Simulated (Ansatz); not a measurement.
Relaxation of CH$_{5}$NSSi (9 atoms, charge 0, multiplicity 1), to a largest force component of 0.015 eV/Å in at most 40 steps.

The calculation used RKS PBE-D4/def2-SVP (Ansatz).

```xyz
9
Properties=species:S:1:pos:R:3:forces:R:3
N -0.872 0.733 -0.933 -3.14 0.98 -2.45
Si 0.490 0.147 -0.231 2.21 -0.33 2.60
C 1.259 -1.230 -1.210 0.23 -1.64 1.32
S 2.143 -0.907 -2.523 0.36 -0.02 -0.84
H -1.608 0.024 -1.028 -0.30 0.08 0.12
H -0.713 1.062 -1.905 -0.09 0.14 0.39
H 1.378 1.325 -0.069 0.55 0.08 -0.12
H 0.110 -0.289 1.177 0.08 -0.22 -0.24
H 1.157 -2.302 -0.768 0.10 0.93 -0.79
```

Where does it end, and by what steps?

The forces met the threshold. The force dipped under the threshold on the way, but the program's further checks kept it going. After 30 steps the energy has fallen by 0.446 eV; S4 moved furthest, 1.21 Å.

| step | energy less start (eV) | largest force component (eV/Å) | accepted |
| --- | --- | --- | --- |
| 0 | 0.0000 | 3.135 | yes |
| 2 | -0.3358 | 1.107 | yes |
| 4 | -0.3898 | 0.376 | yes |
| 6 | -0.3977 | 0.121 | yes |
| 8 | -0.3951 | 0.448 | no |
| 10 | -0.4002 | 0.145 | yes |
| 12 | -0.4111 | 0.101 | yes |
| 14 | -0.4202 | 0.097 | yes |
| 16 | -0.4323 | 0.382 | yes |
| 18 | -0.4405 | 0.070 | yes |
| 20 | -0.4429 | 0.304 | yes |
| 22 | -0.4457 | 0.020 | yes |
| 24 | -0.4459 | 0.074 | yes |
| 26 | -0.4462 | 0.005 | yes |
| 28 | -0.4463 | 0.053 | yes |
| 30 | -0.4464 | 0.013 | yes |

```xyz
9
Properties=species:S:1:pos:R:3
N -0.855 0.859 -1.054
Si 0.416 0.084 -0.156
C 1.418 -1.222 -1.123
S 1.130 -1.543 -2.703
H -1.646 0.262 -1.316
H -0.561 1.386 -1.883
H 1.401 1.126 0.306
H -0.190 -0.609 1.037
H 2.230 -1.780 -0.598
```

Whether the end is a true minimum wasn't checked by a vibrational analysis.

Time of the run: 3 min on 1 thread of Intel(R) Xeon(R) Processor @ 2.50GHz (Skylake/Cascade Lake), with other jobs on the host, peak memory 0.16 GiB.
